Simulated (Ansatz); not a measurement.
Relaxation of ClF₄H₃OW (10 atoms, charge 0, multiplicity 1), to a largest force component of 0.03 eV/Å in at most 50 steps.

Computed with Ansatz, RKS BLYP-D4/def2-SVP.

```xyz
10
Properties=species:S:1:pos:R:3:forces:R:3
W 0.235 0.235 -0.179 0.18 0.13 0.03
Cl -0.277 -0.150 3.358 0.69 0.57 -0.07
F 1.920 -0.174 -0.991 0.03 0.01 -0.01
F -0.074 1.890 -1.033 0.00 -0.01 0.00
F -1.571 0.310 0.307 -0.03 0.00 0.00
F 0.152 -1.558 0.338 0.00 0.00 0.00
H -0.106 -0.247 -1.788 -0.01 0.01 0.00
O 1.412 1.174 1.032 -0.12 -0.12 -0.12
H 2.285 1.541 0.769 -0.03 -0.02 0.00
H 0.739 0.676 3.075 -0.70 -0.57 0.16
```

Problem. Where does it end, and by what steps?

Solution. The forces met the threshold. The force dipped under the threshold on the way, but the program's further checks kept it going. After 20 steps the energy has fallen by 0.056 eV; Cl2 moved furthest, 0.76 Å.

| step | energy less start (eV) | largest force component (eV/Å) | accepted |
| --- | --- | --- | --- |
| 0 | 0.0000 | 0.701 | yes |
| 1 | -0.0137 | 0.692 | yes |
| 2 | -0.0317 | 0.210 | yes |
| 3 | -0.0406 | 0.079 | yes |
| 4 | -0.0422 | 0.051 | yes |
| 5 | -0.0431 | 0.041 | yes |
| 6 | -0.0449 | 0.072 | yes |
| 7 | -0.0463 | 0.157 | yes |
| 8 | -0.0476 | 0.118 | yes |
| 9 | -0.0507 | 0.118 | yes |
| 10 | -0.0501 | 0.230 | no |
| 11 | -0.0525 | 0.051 | yes |
| 12 | -0.0528 | 0.120 | yes |
| 13 | -0.0537 | 0.135 | yes |
| 14 | -0.0542 | 0.097 | yes |
| 15 | -0.0548 | 0.051 | yes |
| 16 | -0.0551 | 0.028 | yes |
| 17 | -0.0553 | 0.030 | yes |
| 18 | -0.0555 | 0.044 | yes |
| 19 | -0.0556 | 0.022 | yes |
| 20 | -0.0558 | 0.024 | yes |

```xyz
10
Properties=species:S:1:pos:R:3
W 0.234 0.218 -0.236
Cl -0.459 0.532 3.639
F 1.883 0.312 -1.235
F -0.290 1.943 -0.738
F -1.540 0.001 0.320
F 0.408 -1.619 0.064
H -0.099 -0.200 -1.868
O 1.498 0.783 1.094
H 2.444 0.938 0.870
H 0.636 0.789 2.976
```

Whether the end is a true minimum wasn't checked by a vibrational analysis.

The run took 47 s on 4 threads of Arm Neoverse V1 (shared host), peak memory 0.2 GiB.
